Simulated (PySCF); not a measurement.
PySCF input file for H₆NSi₂, SMILES [SiH3][N][SiH3] (connectivity only; charge and spin as stated), charge -1, multiplicity 1, PBE/pcSseg-1. Geometry optimised at PBE0-D3(BJ)/def2-SVPD. The spin state was assumed, not searched. The isomer is the one that the SMILES or the coordinates give; other isomers of the formula were not compared.

```python
import numpy as np
from pyscf import gto, scf, dft
from pyscf.prop.nmr import rks as nmr

mol = gto.M(
    atom='''
    Si    1.55207297   -0.00000000    0.07091963
    N     0.00000000    0.00000000   -0.52923016
    Si   -1.55207297   -0.00000000    0.07091963
    H     2.60962635    0.00000000   -1.01913321
    H     1.96886275    1.18548549    0.93928195
    H     1.96886275   -1.18548548    0.93928196
    H    -1.96886275   -1.18548548    0.93928196
    H    -2.60962635   -0.00000001   -1.01913322
    H    -1.96886275    1.18548548    0.93928195
    ''',
    basis='pcSseg-1',
    charge=-1,
    spin=0,
    max_memory=1600,
    verbose=3,
)
mf = dft.RKS(mol, xc='pbe')
mf.grids.level = 3
mf.conv_tol = 1e-10
mf.max_cycle = 100
mf.kernel()
n = nmr.NMR(mf)
n.verbose = 2
n.max_cycle_cphf = 60
sigma = n.kernel()
print('atom   isotropic/ppm   span/ppm')
for i, s in enumerate(sigma):
    w = np.linalg.eigvalsh((s + s.T) / 2)
    print(f'{mol.atom_symbol(i):2s}{i + 1:3d} {w.mean():14.3f} {w[2] - w[0]:11.3f}')
```

Program output:

```
converged SCF energy = -636.991494528096
atom   isotropic/ppm   span/ppm
Si  1        429.866     196.253
N   2        240.792     213.664
Si  3        429.866     196.253
H   4         26.033       8.353
H   5         25.671       8.565
H   6         25.671       8.565
H   7         25.671       8.565
H   8         26.033       8.353
H   9         25.671       8.565
```

The calculation finished and met its thresholds.
